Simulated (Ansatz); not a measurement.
Basis-set series for ClH6N3Zr, SMILES `[NH2][Zr]([NH2])([NH2])[Cl]`. Total charge 0; spin multiplicity 1. Zr takes the def2 core potential. Geometry: relaxed with PBE0-D4/def2-TZVP. It is one conformer, not always the lowest.

Z-matrix (Å, degrees):
```
Zr
N 1 2.026
N 1 2.026 2 106.9
N 1 2.026 2 106.9 3 114.3
Cl 1 2.392 2 111.9 3 -122.8
H 2 1.012 1 124.4 3 78.2
H 2 1.010 1 126.4 3 -109.0
H 3 1.012 1 124.4 2 -167.4
H 3 1.010 1 126.5 2 5.3
H 4 1.010 1 126.5 2 -108.9
H 4 1.012 1 124.4 2 78.3
```

```json
{"functional": "PBE0-D4", "basis": "def2-SVP", "functions": "121", "energy (Eh)": "-674.70225", "HOMO (eV)": "-7.18", "LUMO (eV)": "-0.20"}
{"functional": "PBE0-D4", "basis": "def2-TZVPP", "functions": "275", "energy (Eh)": "-675.07433", "HOMO (eV)": "-7.37", "LUMO (eV)": "-0.44"}
{"functional": "ωB97M-V", "basis": "def2-SVP", "functions": "121", "energy (Eh)": "-674.87045", "HOMO (eV)": "-9.54", "LUMO (eV)": "1.00"}
{"functional": "ωB97M-V", "basis": "def2-TZVPP", "functions": "275", "energy (Eh)": "-675.24869", "HOMO (eV)": "-9.74", "LUMO (eV)": "0.77"}
```

Question: Give the rows for def2-QZVPP. (Best estimate.)

Answer: Ansatz gave: 
```tsv
functional	basis	functions	energy (Eh)	HOMO (eV)	LUMO (eV)
PBE0-D4	def2-QZVPP	502	-675.10118	-7.41	-0.49
ωB97M-V	def2-QZVPP	502	-675.27421	-9.79	0.47
```

Positive LUMOs are unbound and depend on the basis.
